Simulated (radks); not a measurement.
Spherical quantum dot in the effective-mass picture: electrons in a hard-walled sphere of radius 10.4, with a point charge +1 (a donor) at the centre, all in effective atomic units (hartree* = m*/eps^2 hartree, bohr* = eps/m* bohr), one dielectric constant everywhere. Calculated with a radial shooting solver with Libxc functionals: non-relativistic Kohn-Sham, LDA (Slater exchange, Perdew-Wang correlation), spin-polarised, spherical densities. Levels are named by radial order and angular momentum (1s, 1p, 1d, 2s, ...), and open shells are averaged over m.

N = 25, configuration 1s2 1p6 1d10 2s(up 1, down 0) 1f(up 6, down 0). This is the lowest configuration that the search found (a dilute case). Occupied and some empty levels:

level,occupation,eigenvalue (hartree*),<r> (bohr*)
1s up,1,2.7169,7.618
1p up,3,2.7355,8.034
1s down,1,2.7379,7.930
1p down,3,2.7553,8.014
2s up,1,2.7563,2.018
1d up,5,2.7684,8.110
1d down,5,2.7885,8.094
1f up,6,2.8163,8.189
1f down,0,2.8366,8.179
1g up,0,2.8784,8.269
1g down,0,2.8989,8.262
2s down,0,2.8992,2.496
2p up,0,3.0371,5.200
2p down,0,3.0538,5.375
2d up,0,3.1294,6.007
2d down,0,3.1413,6.020

Energy (hartree*): total 34.0360, kinetic 5.9152, external -3.9846, Hartree 36.728, exchange-correlation -4.6230.

Electron density:

r (bohr*),n(r) (e/bohr*^3)
0.837,0.05544
1.61,0.01231
2.39,0.002942
3.16,0.0008656
3.94,0.0005474
4.71,0.0008970
5.48,0.001911
6.26,0.003899
7.03,0.006956
7.81,0.01003
8.58,0.01018
9.36,0.005441
10.1,0.0004341
